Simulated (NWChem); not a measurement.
# CH5CuO; SMILES [CH3][Cu]<-[OH2]

All runs: NWChem. Pople sets run with spherical d functions. The geometry was optimised at PBE0/def2-SVP. Level SCAN/6-31G*: energy and gradient on several grids; changes count from the extra-fine grid, which is no exact limit either.

| grid | size of the energy change (μHa) | largest change of a gradient component (μHa/bohr) | time, medium = 1 (rough) |
|---|---|---|---|
| xcoarse | 4000 | 6000 | about 1 |
| coarse | 7000 | 1000 | about 1 |
| medium | 1000 | 1000 | about 1 |
| fine | 800 | 400 | about 1 |
| xfine | < 10 | < 30 | 2 |
